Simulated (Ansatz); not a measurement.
Stepwise reaction of dimethylcadmium with hydrogen sulfide, as a gas-phase model of exchange steps in deposition or etching. ΔE in kJ/mol.

Program: Ansatz. Geometries: PBE0-D4/def2-TZVP. ΔE: electronic, gas phase. CBS: MP2 limit from def2 TZ/QZ plus the TZ coupled-cluster correction, frozen cores. This one scheme is used for every species. DFT in def2-TZVPP. B3LYP here is the variant with VWN-RPA as its local correlation; programs differ in this. Elements past krypton have def2 core potentials. For Cd outer-core shells are correlated without core-valence functions, which leaves a few kJ/mol of doubt a bond. One conformer a species, not always the lowest.

| step | reaction | PBE-D4 | B3LYP-D4 | ωB97M-V | CCSD(T)/CBS |
| --- | --- | --- | --- | --- | --- |
| 2 | `[CH3][Cd][SH]` + H₂S → `[SH][Cd][SH]` + CH₄ | -109.9 | -114.1 | -112.7 | -113.9 |

(1) Give the row of step 1, `[CH3][Cd][CH3]` + H₂S → `[CH3][Cd][SH]` + CH₄. (An estimate is asked.)

(2) By hand: ΔE of the 2 steps together at CCSD(T)/CBS.

Answers

(1) The calculation gave: 
| step | reaction | PBE-D4 | B3LYP-D4 | ωB97M-V | CCSD(T)/CBS |
| --- | --- | --- | --- | --- | --- |
| 1 | `[CH3][Cd][CH3]` + H₂S → `[CH3][Cd][SH]` + CH₄ | -122.6 | -126.8 | -124.7 | -125.8 |

(2) (-125.8) + (-113.9) = -239.7 kJ/mol, or -119.8 kJ/mol a step.

In ΔE each step is higher than the one before. All are downhill at CCSD(T)/CBS. PBE-D4 differs from CCSD(T)/CBS by 3.2 to 4.0 kJ/mol a step. Isolated molecules leave out the surface, adducts and barriers. Largest T1 diagnostic: 0.013.
